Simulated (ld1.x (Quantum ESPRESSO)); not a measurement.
## What one change does to a pseudopotential (H, TM)

hydrogen (H), norm-conserving Troullier–Martins (Kleinman–Bylander form), made with ld1.x (Quantum ESPRESSO) 7.5 (revPBE, scalar-relativistic). Core none, reference 1s1. Waves: 1s (bound): rc 1.10 bohr. Local part: the s channel. Core correction: none.

Change: wave 1s (bound): rc 1.10 bohr becomes 1s (bound): rc 0.70 bohr.

Cutoffs: the cutoffs (Ry, on a coarse ladder) from which the occupation-weighted sum of valence levels, in a spherical-Bessel basis at the reference potential, stays within 10 and 1 mRy of its value at 400 Ry; they do not see the model core or the augmentation charge, which bear on the density cutoff. Errors are all-electron minus pseudo energies relative to the spin-unpolarised reference configuration.

**Question.** Predict the effect on cutoff, ghosts and configuration errors.

**Answer.** The potential gets harder (25 Ry and 40 Ry → 35 Ry and 80 Ry); neither file shows a bound ghost. A smaller radius makes the pseudo-wave follow the all-electron one further in, where it bends more sharply, so more plane waves are needed.

```
                         quantity   base  changed
                    cutoff, loose  25 Ry    35 Ry
                    cutoff, tight  40 Ry    80 Ry
                     bound ghosts   none     none
error for 1s0.5, meV [ΔE 4.81 eV]   +0.8      0.0
```
